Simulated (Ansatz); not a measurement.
`O=C[NH][SbH2]` at its PBE0-D4/def2-TZVP geometry, where that method's forces vanish. Charge 0, multiplicity 1. Sb: def2 effective core potential.

```xyz
8

O     1.0396    1.6428   -0.0861
C     1.0631    0.5646   -0.6524
N     0.3195   -0.4709   -0.2441
Sb   -0.7928   -0.0514    1.4515
H     1.6991    0.3785   -1.5364
H     0.3279   -1.3311   -0.7682
H    -2.0150    0.8001    0.6075
H    -1.6414   -1.5326    1.2283
```

Task: What forces (eV/Å) does ωB97M-V/def2-TZVPP give on these atoms in Ansatz 0.2.0? (Best estimate.)

Result: Ansatz gave: 
```
O1  -0.028  0.093  0.073
C2   0.228  0.000 -0.283
N3  -0.162 -0.195  0.127
Sb4 -0.176 -0.068 -0.134
H5  -0.058  0.042  0.091
H6   0.009  0.073  0.019
H7   0.115 -0.061  0.075
H8   0.071  0.116  0.033
```
